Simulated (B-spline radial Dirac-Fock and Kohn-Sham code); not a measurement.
## Two-hole binding energies of Te²⁻

System: tellurium as Te²⁻ in the configuration [Kr] 4d10 5s2 5p6, inside a Watson sphere of charge +2 and radius 2.652 Å (a model of the Madelung potential; inside it an electron's potential energy is lowered by 10.9 eV).

Input of the calculation (task.json; shells as n, l, electrons):

```json
{"items": [{
  "Z": 52,
  "q": -2,
  "cfg": [[1, 0, 2], [2, 0, 2], [2, 1, 6], [3, 0, 2], [3, 1, 6], [3, 2, 10], [4, 0, 2], [4, 1, 6], [4, 2, 10], [5, 0, 2], [5, 1, 6]],
  "A": 130,
  "rrms": 4.7423,
  "watson": [2, 2.652],
  "do": ["binding", "quiet", "double"]
}]}
```

Launch: `python xray_run.py task.json out`

Level of theory: Dirac-Fock ΔSCF + Breit + QED; a B-spline atomic structure program. U is the two-hole binding energy less the two single-hole energies, the effective repulsion of the holes after relaxation. Each two-hole energy is an average over J within one jj subconfiguration.

| holes | E(a) (eV) | E(b) (eV) | E(ab) (eV) | U (eV) |
| --- | --- | --- | --- | --- |
| 1s⁻¹ 3p3/2⁻¹ | 31816.2 | 825.4 | 32702.5 | 60.9 |
| 1s⁻¹ 3d5/2⁻¹ | 31816.2 | 576.1 | 32447.5 | 55.1 |
| 2p1/2⁻¹ 2p3/2⁻¹ | 4617.0 | 4346.1 | 9110.9 | 147.8 |
| 2p3/2⁻² | 4346.1 | 4346.1 | ? | ? |
| 2s⁻¹ 3p3/2⁻¹ | 4949.6 | 825.4 | 5826.5 | 51.6 |
| 2p1/2⁻¹ 3s⁻¹ | 4617.0 | 1013.7 | 5682.7 | 51.9 |
| 2s⁻¹ 3d3/2⁻¹ | 4949.6 | 586.5 | 5592.7 | 56.7 |
| 2s⁻¹ 3d5/2⁻¹ | 4949.6 | 576.1 | 5581.4 | 55.8 |
| 2p3/2⁻¹ 3d3/2⁻¹ | 4346.1 | 586.5 | 4990.4 | 57.8 |
| 2p3/2⁻¹ 3d5/2⁻¹ | 4346.1 | 576.1 | 4977.4 | 55.1 |
| 3p1/2⁻² | 877.0 | 877.0 | 1797.1 | 43.1 |
| 3p1/2⁻¹ 3p3/2⁻¹ | 877.0 | 825.4 | 1740.7 | 38.3 |
| 4d3/2⁻² | 44.14 | 44.14 | 101.7 | 13.4 |
| 5p1/2⁻² | 6.18 | 6.18 | 19.39 | 7.0 |

Question: Give the missing two-hole energy and U.

Answer: E(ab) = 8839.4 eV and U = 147.1 eV.
